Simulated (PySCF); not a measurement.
# Structure elucidation problem

The spectra below were simulated for a compound C3F8.

13C{1H} NMR (computed): δ 126.7 (qt, J = 360.4, 32.3 Hz, 2C), 114.5 (t of sept, J = 333.6, 39.3 Hz).

PySCF calculation with GFN2-xTB structure, NMR shieldings at PBE0/pcSseg-1/GIAO and couplings computed with B3LYP/pcJ-1; gas phase, equivalent nuclei averaged, relativity neglected, one computed conformer.

Chemical shifts δ = σref − σ; 13C (σ = 186.93 ppm) against TMS, all at this level.

**Question.** What is the structure?

**Answer.** 
- The formula gives 0 degrees of unsaturation.
- 2 carbon signals for 3 carbons: some carbons are equivalent by symmetry or fast rotation.
- Carbon types of the structure: 3 × C.
- δC 126.7: CF3 carbon; 3 electronegative neighbours deshield it.
- δC 114.5: fully substituted sp3 carbon bonded to 2 F; 2 electronegative neighbours deshield it.

The compound is SMILES FC(F)(F)C(F)(F)C(F)(F)F.

This is the structure that produced the data.

Common functionals overestimate the size of one-bond C–F couplings by tens of Hz; these are unscaled. Shifts are as computed. Against solution values, carbons near 30 ppm lie about +3 ppm off and those near 130 ppm about +5 ppm. Of 1211 compounds with measured shifts, 218 miss one by over three times the rms of a fit or turn the order of signals round; such compounds aren't used in these exercises.
